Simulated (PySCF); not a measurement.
Geometry:
```tsv
atom	x (Å)	y (Å)	z (Å)
Si1	2.320	0.993	0.870
O2	0.858	0.472	0.427
C3	0.512	-0.588	-0.475
Si4	0.058	-2.125	0.556
Si5	-0.855	0.186	-1.573
Si6	-2.383	1.242	-0.206
H7	3.125	1.357	-0.301
H8	3.063	-0.027	1.620
H9	1.919	2.132	1.681
H10	1.385	-0.827	-1.094
H11	1.226	-2.566	1.321
H12	-1.027	-1.778	1.472
H13	-0.349	-3.179	-0.375
H14	-1.373	-0.893	-2.430
H15	-0.170	1.111	-2.494
H16	-3.446	1.864	-1.008
H17	-1.810	2.312	0.612
H18	-3.062	0.321	0.714
```

Non-relativistic, in vacuum, single conformer, fast rotation and ring inversion assumed for equivalent nuclei. GIAO PBE0/pcSseg-1 shieldings; geometry: GFN2-xTB; PySCF.

δ = σ(ref) − σ, references computed at the same level: $^{13}$C, $^{1}$H, $^{29}$Si against TMS; $^{17}$O vs H2O.

| atoms | nucleus | count | δ (ppm) |
| --- | --- | --- | --- |
| O2 | $^{17}$O | 1 | -8.8 |
| Si4 | $^{29}$Si | 1 | -76.0 |
| Si6 | $^{29}$Si | 1 | -121.9 |
| H7/H8/H9 | $^{1}$H | 3 | 4.90 |
| H11/H12/H13 | $^{1}$H | 3 | ? |
| C3 | $^{13}$C | 1 | 54.0 |
| H14 | $^{1}$H | 1 | ? |
| H10 | $^{1}$H | 1 | 3.96 |
| Si5 | $^{29}$Si | 1 | ? |
| H15 | $^{1}$H | 1 | 4.31 |
| H16/H17/H18 | $^{1}$H | 3 | ? |
| Si1 | $^{29}$Si | 1 | -37.5 |

**Question.** Complete the table.

**Answer.** 
- H14: 4.08 ppm, hydrogen on a silicon bonded to C, Si
- H11/H12/H13: 4.01 ppm, hydrogen on a silicon bonded to C
- H16/H17/H18: 3.57 ppm, hydrogen on a silicon bonded to Si
- Si5: -69.6 ppm, silicon bonded to C, Si, 2 H

Shifts are as computed. Against solution values, carbons near 30 ppm lie about +3 ppm off and those near 130 ppm about +5 ppm. Of 1309 compounds with measured shifts, 239 miss one by over three times the rms of a fit or turn the order of signals round; such compounds aren't used in these exercises. Experimental scales use liquid or dissolved standards, which lie at an offset from isolated H2O (liquid H2O: subtract about 36 ppm).
